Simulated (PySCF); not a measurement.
Compound: 3-bromopyridine, C5H4BrN.
InChI=1S/C5H4BrN/c6-5-2-1-3-7-4-5/h1-4H

The closed-shell ground state was solved at several levels (PySCF, density fitting, gas phase). Geometry: GFN2-xTB; no solvent, vibrations or thermal averaging. Relativistic effects, spin–orbit coupling among them, are left out although an element past zinc is present.

```
                       level  basis functions  total energy (Eh)  HOMO (eV)  LUMO (eV)  gap (eV)  dipole (D)
B3LYP/pcJ-1 (pcSseg-1 on Br)              243         -2821.6024      -7.23      -1.31      5.92        2.02
              PBE0/def2-SVPD              193         -2820.7731      -7.51      -1.24      6.27        2.04
```

(1) Estimate the row for PBE0/pcSseg-1, a basis of 163 functions; the other rows only guide the guess.

(2) Over all these levels, which gives the widest orbital gap and which the narrowest?

(3) How far do the dipole and the HOMO energy spread over the levels?

Answers

(1) Total energy -2820.9418 Eh, HOMO -7.50 eV, LUMO -1.17 eV, gap 6.33 eV, dipole 2.05 D.

(2) PBE0/pcSseg-1 (global hybrid, 25 % exact exchange) has the widest, 6.33 eV, and B3LYP/pcJ-1 (pcSseg-1 on Br) (global hybrid, 20 % exact exchange) the narrowest, 5.92 eV. Functional and basis both differ between the two, so the spread mixes both effects.

(3) The dipole runs from 2.02 to 2.05 D (mean 2.04 D) and the HOMO from -7.51 to -7.23 eV.
